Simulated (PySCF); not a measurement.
C₂H₉BN (charge -1).
SMILES with atom numbers: `[BH3-:1][N:2]([CH3:3])[CH3:4]` (hydrogens: H5, H6, H7 on B1; H8, H9, H10 on C3; H11, H12, H13 on C4)

Cartesian coordinates in Å at the PBE0-D3(BJ)/def2-SVP level; atoms count from 1:
```xyz
13
C2H9BN angstrom
B     -0.5765    1.4862    0.4107
N     -0.2492   -0.0244    0.5171
C      1.1416   -0.3196    0.4640
C     -0.9785   -0.8401   -0.3922
H     -0.2325    1.9524   -0.7206
H      0.0406    2.1153    1.2994
H     -1.8077    1.6624    0.5506
H      1.6203   -0.1033   -0.5320
H      1.3533   -1.3926    0.6783
H      1.6866    0.2879    1.2061
H     -0.7123   -0.6750   -1.4738
H     -0.8226   -1.9269   -0.2014
H     -2.0584   -0.6325   -0.3056
```

Jobs on this species (13 atoms, 34 electrons) with PySCF (density fitting). Hardware of each: Arm Neoverse V2, one thread, shared host. Other jobs ran on the host; a repeat could differ by tens of per cent or more.

```tsv
level and settings	work	basis functions	SCF cycles	wall time
PBE0/pcSseg-1	shieldings, charges and field gradients	113	?	?
mPW1PW91/pcSseg-2	shieldings	270	?	?
wB97X-D/def2-SVPD	10 singlets by full TDDFT, 4 Tamm–Dancoff triplets, polarisability, ΔSCF ions	152	13	28 s
delta-SCF UKS SCAN, pcX-2 on the ionised atom, pcseg-1 elsewhere, spin-free X2C	ΔSCF core ionisation, 3 holes	132	49	19 s
PBE0-D3(BJ)/def2-SVP, grid level 1	geometry optimisation from a GFN2-xTB start	101	23	10 s
B3LYP/pcJ-1	spin–spin couplings from 13 perturbed nuclei, spin–dipole term for 2 of them	198	12	18 s
```

Task: Fill in the missing figures.

Result: 
- PBE0/pcSseg-1; shieldings, charges and field gradients: 6.8 s, 12 SCF cycles
- mPW1PW91/pcSseg-2; shieldings: 25 s, 12 SCF cycles

Task: What do all jobs in the table cost together?

Result: About 1.8 min; the longest takes about 26 % of that, and about 4.1 times as long as the shortest.
